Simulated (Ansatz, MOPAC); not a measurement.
System: SnBr (charge +1, singlet). SMILES: [Br][Sn+]
Geometry from a B3LYP-D3(BJ)/def2-TZVP (Ansatz, a program for electronic structure) optimisation:
```xyz
2

Sn     0.0000     0.0000    -0.9977
Br     0.0000     0.0000     1.4252
```
Charge +1, spin multiplicity 1.

Property: vertical ionisation energy to the doublet, in eV. Set-up: frozen cores in correlated levels (noble-gas shells and the d and f shells of earlier blocks); each state is the SCF solution reached for its charge and spin; spin-orbit terms left out; open shells spin-unrestricted; LANL2DZ with its own core potentials from Na on; def2 sets with scalar-relativistic core potentials past Kr; STO-3G and 3-21G all-electron and non-relativistic. First-principles rows: single points at B3LYP-D3(BJ) geometries (Ansatz). Semi-empirical rows: differences of heats of formation at the shared geometry for vertical values. The spin state of an ion or metal species was assumed, not searched.

```tsv
level	program	vertical ionisation energy to the doublet (eV)
AM1	MOPAC	13.93
PM6	MOPAC	14.81
HF/LANL2DZ	Ansatz	15.83
B3LYP/3-21G	Ansatz	16.68
B3LYP/LANL2DZ	Ansatz	17.10
MP2/LANL2DZ	Ansatz	16.31
PBE0/def2-TZVPD	Ansatz	16.68
wB97M-V/def2-TZVPD	Ansatz	16.58
wB97X-V/def2-TZVPD	Ansatz	16.62
```

No value to compare with is used here. The 6 habitual levels span 13.93 (AM1) to 17.10 eV (B3LYP/LANL2DZ); wB97M-V/def2-TZVPD gives 16.58.

The levels are drawn from those run, B3LYP/6-31G* more often than the rest, none by its result; left out are runs that failed, that the program found above a lower state of the same kind, or whose <S^2> lies over 0.5 above the pure value.
